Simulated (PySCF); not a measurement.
## Worked example: oscillator strength and radiative lifetime

B(CCH)(H)2 (C2H3B), SMILES BC#C.

Coordinates come from a B3LYP-D3(BJ)/def2-TZVP optimisation.

TDA-LC-ωPBE/def2-SVPD run with PySCF puts the first singlet state with f over 0.02 at 5.84 eV (vertical), with the transition dipole (0.000, 0.000, -0.696) in atomic units.

**Question.** Find the oscillator strength, the wavelength and the radiative lifetime that this transition would have in vacuum if emission retraced absorption.

**Answer.** 
|μ|² = 0.4844 au, so |μ| = 1.77 D. ΔE = 5.84/27.211 = 0.2146 hartree. f = (2/3) ΔE |μ|² = 0.069 (the program prints 0.069).
λ = 1239.84/5.84 = 212 nm; ν = 47103 cm⁻¹.
Einstein's coefficient A = 0.6670 ν² f s⁻¹ (ν in cm⁻¹) = 1.0e8 s⁻¹, so τ = 1/A = 9.7 ns. This state is S2; the lower singlet has f = 0.000. The figure is the radiative limit of this one transition; relaxation, internal conversion, crossing to triplets and a medium change what is measured.
